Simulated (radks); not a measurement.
All-electron atom: As+ in [Ar] 3d10 4s2 4p2. Calculated with a radial shooting solver on a logarithmic mesh with Libxc functionals: Dirac Kohn-Sham, PBE, spin-unpolarised, spherical densities, point nucleus; open shells fill j = l - 1/2 first.

Normalised radial functions P(r) = r R(r) (large component), r in bohr:

r          3d5/2    4s1/2
0.003443  0.0000   0.0478
0.003944  0.0000   0.0535
0.004519  0.0000   0.0599
0.005177  0.0001   0.0668
0.005931  0.0001   0.0742
0.006741  0.0001   0.0816
0.007723  0.0002   0.0899
0.008849  0.0003   0.0984
0.01014   0.0005   0.1071
0.01161   0.0007   0.1156
0.01331   0.0011   0.1237
0.01524   0.0016   0.1308
0.01747   0.0023   0.1365
0.02001   0.0034   0.1401
0.02293   0.0049   0.1408
0.02627   0.0071   0.1377
0.03009   0.0102   0.1300
0.03448   0.0147   0.1167
0.0395    0.0210   0.0969
0.04525   0.0297   0.0700
0.05184   0.0418   0.0359
0.0594    0.0583  -0.0051
0.06805   0.0805  -0.0516
0.07796   0.1100  -0.1012
0.08932   0.1485  -0.1502
0.1023    0.1978  -0.1938
0.1163    0.2556  -0.2245
0.1333    0.3305  -0.2399
0.1527    0.4196  -0.2317
0.1749    0.5224  -0.1952
0.2004    0.6366  -0.1291
0.2296    0.7578  -0.0361
0.263     0.8797   0.0753
0.3013    0.9942   0.1916
0.3452    1.0918   0.2951
0.3955    1.1628   0.3668
0.4532    1.1987   0.3893
0.5192    1.1943   0.3517
0.5948    1.1490   0.2520
0.6815    1.0667   0.0980
0.7807    0.9548  -0.0935
0.8945    0.8231  -0.2996
1.025     0.6820  -0.4952
1.174     0.5418  -0.6571
1.345     0.4115  -0.7674
1.541     0.2976  -0.8161
1.766     0.2037  -0.8013
2.007     0.1347  -0.7354
2.299     0.0809  -0.6242
2.634     0.0448  -0.4904
3.018     0.0225  -0.3551
3.457     0.0102  -0.2360
3.961     0.0041  -0.1429
4.538     0.0014  -0.0780
5.199     0.0004  -0.0379
5.957     0.0001  -0.0160
6.824     0.0000  -0.0058
7.819     0.0000  -0.0018

3d5/2: eigenvalue -49.915 eV, 0 radial nodes, <r> = 0.679 bohr, 90 % of the charge inside 1.14 bohr. 4s1/2: eigenvalue -23.245 eV, 3 radial nodes at r = 0.0585, 0.240, 0.732 bohr, <r> = 1.88 bohr, 90 % of the charge inside 2.79 bohr.
